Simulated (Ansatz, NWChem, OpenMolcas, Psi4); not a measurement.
**Errors in the dipole moment**

6 molecules; the dipole moment in D, computed less measured. Shapes, held fixed at every level: PBE0-D4/def2-TZVP. No vibrational averaging. Dipoles are compared by magnitude; molecules under 1 D, whose direction can flip, are left out. Programs: Ansatz 0.2.0, NWChem 7.3.0, OpenMolcas 26.06, Psi4 1.11. A level may come from different programs for different species; with the same settings they agree closely. Measured values: NIST CCCBDB.

Levels: A = HF/def2-SVP; B = PBE/def2-TZVP; C = B3LYP/6-31G* (Cartesian functions).

| molecule | measured | A | B | C |
| --- | --- | --- | --- | --- |
| S2O (Disulfur monoxide) | 1.47 | +0.60 | -0.13 | -0.01 |
| C2H3N (acetonitrile) | 3.92 | +0.13 | +0.02 | -0.13 |
| CH4O (methanol) | 1.70 | +0.18 | -0.10 | -0.03 |
| C2H5Br (bromoethane) | 2.03 | +0.26 | +0.05 | +0.21 |
| C3H6O (SMILES CC1CO1) | 2.01 | +0.37 | -0.24 | -0.08 |
| C3H6O (oxetane) | 1.94 | +0.36 | -0.15 | +0.01 |

Task: Sum up the errors.

Result: 
```json
{"level": "HF/def2-SVP", "kind": "Hartree–Fock", "mean error": "+0.317", "mean absolute error": "0.317", "worst case": "S2O"}
{"level": "PBE/def2-TZVP", "kind": "GGA", "mean error": "-0.092", "mean absolute error": "0.115", "worst case": "C3H6O (propylene oxide)"}
{"level": "B3LYP/6-31G* (Cartesian functions)", "kind": "global hybrid", "mean error": "-0.005", "mean absolute error": "0.078", "worst case": "C2H5Br"}
```

On this set B3LYP/6-31G* (Cartesian functions) has the smallest mean absolute error and HF/def2-SVP the largest. HF/def2-SVP is too high in 6 of 6; PBE/def2-TZVP is too low in 4 of 6. The levels differ in basis as well as in method. Relativity is left out for Br. The set is small.
